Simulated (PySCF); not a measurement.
B3LYP has the VWN-RPA correlation part, as in Gaussian. 

Z-matrix (Å, degrees):
```
Ti
N 1 1.8990
H 2 1.0258 1 127.91
H 2 1.0279 3 109.37 1 -172.35
N 1 1.8990 2 109.74 3 -11.91
H 5 1.0259 1 127.83 2 -106.81
H 5 1.0278 6 109.36 1 171.95
N 1 1.8994 2 109.99 3 107.57
H 8 1.0259 1 127.91 2 12.48
H 8 1.0278 9 109.34 1 172.41
N 1 1.8995 2 108.65 3 -132.02
H 11 1.0259 1 127.82 2 -133.43
H 11 1.0278 12 109.33 1 -171.90
```
Charge 0, spin multiplicity 1.

Question: Predict the HOMO–LUMO gap, HOMO and charge on the central atom (meta-Löwdin) from B3LYP-D3(BJ)/def2-TZVP // BP86-D3(BJ)/def2-SVP run with PySCF.

Answer: 
```yaml
HOMO–LUMO gap: 5.57 eV
HOMO: -6.55 eV
charge on the central atom (meta-Löwdin): 1.25 e
```
